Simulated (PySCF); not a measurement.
Computed IR spectrum (relative IR intensity) of a molecule C2H4NO, multiplicity 2. Geometry: ωB97X-D3(BJ)/def2-SVP. The values are those of a single conformer. Level of theory: ωB97X-D3(BJ)/def2-SVP run with PySCF 2.14.0. No scaling factor is applied to the harmonic values.

| ν (cm⁻¹) | relative intensity |
|---|---|
| 337 | 100 |
| 411 | 5.0 |
| 517 | 6.3 |
| 567 | 25 |
| 966 | 31 |
| 1021 | 5.1 |
| 1163 | 51 |
| 1311 | 11 |
| 1402 | 30 |
| 1446 | 12 |
| 1456 | 5.9 |
| 1698 | 70 |
| 3481 | 4.9 |

Problem. Which molecule gave these data?
A. C[N]C=O
B. [CH2]C(N)=O
C. CC([NH])=O

Solution. C, CC([NH])=O
